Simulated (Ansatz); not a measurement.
Calculated with Ansatz (gas phase, PBE0-D4/def2-TZVP geometries, no zero-point term in ΔE). CBS: MP2 limit from def2 TZ/QZ plus the TZ coupled-cluster correction, frozen cores. This one scheme is used for every species. DFT in def2-TZVPP. One conformer a species, not always the lowest.

`[CH3][AlH][SiH2]Cl` + `[F][AlH2]` → `[CH3][AlH][AlH][F]` + `[SiH3]Cl`  (formal exchange of groups at the Al–Si bond)

```
        level  ΔE (kJ/mol)
       PBE-D4          3.1
       B97M-V         14.1
CCSD/def2-SVP          2.1
HF/def2-TZVPP         -5.5
```

What does CCSD(T)/CBS give? (An estimate is asked.)

Computed: +1.5 kJ/mol. The listed levels differ from it by 1.6, 12.6, 0.6, -7.0 kJ/mol.

Largest T1 diagnostic among the species: 0.012.

Leaving LDA and LC-ωPBE aside and taking each functional with its dispersion term where it has one, the values, not all of them listed here, spread over 13.5 kJ/mol, from B2PLYP to B97M-V. LDA lies +3.2 kJ/mol from PBE without D4. The D4 term adds +5.1 kJ/mol with B3LYP and +2.9 kJ/mol with PBE0; it sums over pairs of atoms, weighted by their polarisabilities, and B3LYP, whose exchange is more repulsive, gets the larger term.

B3LYP here is the variant with VWN-RPA as its local correlation; programs differ in this.
